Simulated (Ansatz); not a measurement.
Basis-set extrapolation for BH$_{7}$O$_{4}$Si (PBE0-D4/def2-TZVP geometry, frozen core, the Gaussian-basis code of Ansatz). Multiplicity 1, RHF reference.

|  | def2-TZVPP | def2-QZVPP |
| --- | --- | --- |
| HF | -617.519908 | -617.545347 |
| MP2 correlation | -1.196347 | -1.292378 |
| CCSD(T) correlation | -1.271355 | not run |

Energies in hartree. Use E(X) = E(∞) + A·exp(−7.88·√X) for Hartree–Fock and E(X) = E(∞) + B·X^(−2.97) for correlation, with X = 3 and 4, and add CCSD(T) minus MP2 of the smaller set to the MP2 limit.

Task: What is the CCSD(T) energy at the basis-set limit?

Result: HF limit: -617.545347 + (-0.025439) × 0.13774 = -617.54885. MP2 limit: -1.292378 + (-0.096031) × 0.74074 = -1.36351. Higher-order term: -1.271355 − (-1.196347) = -0.07501. Total: -618.98737 hartree, 123.1 kcal/mol below CCSD(T)/def2-TZVPP.
